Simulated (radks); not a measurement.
The numbers below are computed, except where a source is named.
Problem. The gold ion Au3+, 76 electrons, occupied as [Xe] 4f14 5d8. Level of theory: Dirac Kohn-Sham, BLYP, spin-unpolarised, spherical densities, finite nucleus; open shells fill j = l - 1/2 first; Fermi nuclear charge, rms radius 5.4371 fm (a radial shooting solver on a logarithmic mesh with Libxc functionals). Some entries of the table are withheld. Estimate them.

orbital,occ.,eigenvalue (eV),r(max) (bohr)
1s1/2,2,-80653.65,0.01042
2s1/2,2,-14250.15,0.06039
2p1/2,2,-13671.50,(1)
2p3/2,4,-11835.50,(2)
3s1/2,2,-3390.593,0.1699
3p1/2,2,-3129.320,0.1586
3p3/2,4,-2724.195,0.1736
3d3/2,4,-2288.558,0.1352
3d5/2,6,-2201.470,0.1393
4s1/2,2,-763.9637,0.3832
4p1/2,2,-652.3478,0.3813
4p3/2,4,-555.1516,0.4122
4d3/2,4,-372.0993,(3)
4d5/2,6,-353.9981,(4)
5s1/2,2,-143.9982,0.8481
4f5/2,6,-119.2254,(5)
4f7/2,8,-115.4105,(6)
5p1/2,2,-107.5799,0.8954
5p3/2,4,-90.7677,0.9744
5d3/2,4,-41.4659,(7)
5d5/2,4,-39.6255,(8)

Solution. 
(1) 2p1/2 r(max) (bohr): 0.04446
(2) 2p3/2 r(max) (bohr): 0.05183
(3) 4d3/2 r(max) (bohr): 0.4051
(4) 4d5/2 r(max) (bohr): 0.4146
(5) 4f5/2 r(max) (bohr): 0.3731
(6) 4f7/2 r(max) (bohr): 0.3777
(7) 5d3/2 r(max) (bohr): 1.167
(8) 5d5/2 r(max) (bohr): 1.202
